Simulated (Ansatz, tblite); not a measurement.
Removing an electron: In₈Sb₇H₂₄⁻, a nanocrystal cut from zinc blende InSb (hydrogen-capped). Total charge -1; singlet. Geometry: PBE-D4/def2-SVP. Ansatz, gas phase; energy differences of separate SCF runs; the oxidised species was run as a doublet alone.

```xyz
39

Sb   -1.960    0.945   -4.142
Sb    0.340    3.296   -1.524
Sb    1.550   -1.115   -3.107
Sb   -1.663   -0.519    0.177
Sb    2.428   -2.428    1.230
Sb    1.209    1.981    2.814
Sb   -0.249   -1.636    4.377
In    0.042   -0.524   -5.561
In   -1.094    3.668   -4.063
In   -3.550   -0.260   -1.997
In   -0.841    2.090    0.803
In    0.351   -2.239   -0.749
In   -2.615   -1.672    2.651
In    1.973   -3.391    3.971
In    0.805    0.788    5.470
H    -3.143    1.074   -5.398
H     1.131    4.732   -0.983
H     1.802    2.427   -1.784
H     2.377    0.293   -2.562
H     2.995   -2.013   -3.399
H     3.168   -0.874    1.256
H     3.765   -3.203    0.461
H     1.920    3.554    2.878
H     2.561    1.255    2.035
H    -0.883   -2.336    5.826
H     1.061    0.505   -6.540
H    -0.493   -2.118   -6.040
H     0.115    4.023   -5.273
H    -2.366    4.772   -3.591
H    -4.721    0.961   -1.554
H    -3.942   -1.866   -2.566
H    -2.080    3.183    1.382
H    -0.135   -3.874   -1.144
H    -2.947   -3.364    2.367
H    -3.729   -0.540    3.382
H     1.488   -5.046    3.683
H     3.376   -2.926    4.903
H    -0.434    1.824    6.140
H     2.391    0.574    6.171
```

In the def2 sets In, Sb take a core potential; there is no spin–orbit coupling. The xTB rows come from tblite. Correlated methods freeze 60 core orbitals; core or outer-core shells of Sb, In are correlated, in sets that lack core-valence functions. Single mean-field runs in def2-SVP are fitted with def2-universal-jkfit. HOMO above LUMO, or a gap near zero within one spin, warns that the state may not be the lowest or that an electron is smeared out.

Estimate orbital energies and vertical ionisation energies at: GFN1-xTB; GFN2-xTB; PBE-D4/def2-SVP; PBE0-D4/def2-SVP; B2PLYP/def2-SVP.


```csv
level,−HOMO (eV),vertical IE (eV),−LUMO (eV),HOMO–LUMO gap (eV),remarks
GFN1-xTB,7.13,8.37,4.82,2.32,–
GFN2-xTB,8.01,9.15,5.14,2.87,–
PBE-D4/def2-SVP,3.18,4.63,0.07,3.12,gap within one spin near zero (doublet)
PBE0-D4/def2-SVP,4.03,5.02,-0.59,4.62,–
B2PLYP/def2-SVP,–,4.97,–,–,–
```

Relaxing the oxidised species (PBE-D4/def2-SVP) changes its energy by -0.37 eV at PBE-D4/def2-SVP, so the adiabatic ionisation energy to this nearest minimum is 4.26 eV. At PBE0-D4/def2-SVP it is 4.49 eV.    Raw xTB energy differences between charge states are shifted by several eV; the methods need an empirical correction for them.
